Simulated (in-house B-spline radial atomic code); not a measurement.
**Ionising Rh with different functionals**

Computed with a radial B-spline atomic code at the basis-set limit: scalar-relativistic (spin-free X2C) Hamiltonian, Fermi nucleus of rms radius 4.4945 fm, spin-polarised at highest spin, spherical fractional occupations for the functionals, and exact exchange of hybrids averaged over the configuration. The ionisation energy is the difference of two self-consistent energies, [Kr] 4d8 5s1 → [Kr] 4d8, without Breit or QED terms; ε is the level of the shell that loses the electron (its least bound occupied spin orbital). There is no spin-orbit coupling in this Hamiltonian.

```csv
method,rung,ΔSCF (eV),-ε(5s) (eV)
PBE0,global hybrid,7.55,5.33
B3LYP,global hybrid,7.73,5.24
TPSSh,global hybrid,7.54,4.92
BHandHLYP,global hybrid,7.27,5.77
r2SCAN0,global hybrid,7.53,5.57
B97-1,global hybrid,7.37,4.99
HSE06,range-separated hybrid,7.60,4.99
wB97X,range-separated hybrid,?,?
CAM-B3LYP,range-separated hybrid,?,?
LC-wPBE,range-separated hybrid,7.21,7.23
```

**Question.** What does wB97X give?

**Answer.** ΔSCF 7.11 eV, and -ε(5s) = 6.90 eV.

**Question.** What does CAM-B3LYP give?

**Answer.** ΔSCF 7.56 eV, and -ε(5s) = 6.35 eV.

**Question.** Among the functionals, which spreads more, the ΔSCF values or the orbital energies?

**Answer.** The orbital energies: ΔSCF values span about 0.62 eV and the orbital energies 2.31 eV.

**Question.** How do they compare with the NIST value?

**Answer.** NIST lists 7.459 eV (measured, ground level to ground level). Errors run from -0.35 to +0.28 eV; r2SCAN0 is closest (+0.07 eV), but part of that can be cancellation, since the calculations leave out spin-orbit coupling, Breit-QED terms, multiplet and fine-structure energies.
